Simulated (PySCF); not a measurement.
How methods differ on the electron affinity of Sr

Sr⁻ [Kr] 4d1 5s2 (2D) → Sr [Kr] 5s2 (1S), as a difference of total energies. All numbers are calculated (PySCF 2.14, scalar relativity through the core potential, in def2-TZVPPD with the def2 core potential (28 electrons) (6s4p3d1f, 40 functions)). Correlated levels: valence and next inner shell: nothing frozen outside the core potential. The calculations carry no spin-orbit coupling.

| method | electron affinity (eV) |
| --- | --- |
| UHF | -1.897 |
| MP2 (valence and next inner shell) | -1.823 |
| SCS-MP2 (valence and next inner shell) | -1.817 |
| CCSD (valence and next inner shell) | -1.539 |
| CCSD(T) (valence and next inner shell) | -1.408 |

The configuration of this anion was assumed by filling the next shell in order. It is not the known or likely ground configuration (Ca⁻, Sr⁻ and Ba⁻, for instance, bind a p electron), so these values are not the electron affinity of the element.

A negative affinity means that the anion lies above the atom at that level of theory.

The coupled-cluster amplitudes are large for Sr⁻ (T1 above 0.03 or a double amplitude above 0.15), so a single reference is strained.
